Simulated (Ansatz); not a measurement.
`[NH2][Ga]([NH2])[SH]` + `COC[SiH2]F` → `[NH2][Ga]([SH])[SiH2]F` + `COCN`  (formal exchange of groups at a Ga–N bond)

Isolated molecules relaxed with PBE0-D4/def2-TZVP in Ansatz; ΔE leaves out vibrations. CCSD(T)/CBS adds triple-zeta CCSD(T) − MP2 to the extrapolated MP2 energy (def2 sets, frozen cores). This one scheme is used for every species. DFT in def2-TZVPP. For Ga outer-core shells are correlated without core-valence functions, which leaves a few kJ/mol of doubt a bond. Scalar relativity is left out up to krypton. One conformer a species, not always the lowest.

CCSD(T)/CBS gives +11.1 kcal/mol.

(1) Another level gave +9.7 kcal/mol. Which?
A. r2SCAN-D4/def2-TZVPP
B. B2PLYP/def2-TZVPP
C. HF/def2-TZVPP
D. PBE0/def2-TZVPP

Largest T1 diagnostic among the species: 0.013.

Results:

(1) B. B2PLYP 9.7, r2SCAN-D4 8.5, PBE0 6.7, HF/def2-TZVPP 10.9 kcal/mol.

From PBE to PBE0 (25 % exact exchange), in def2-TZVPP and without D4, ΔE moves by +1.5 kcal/mol.
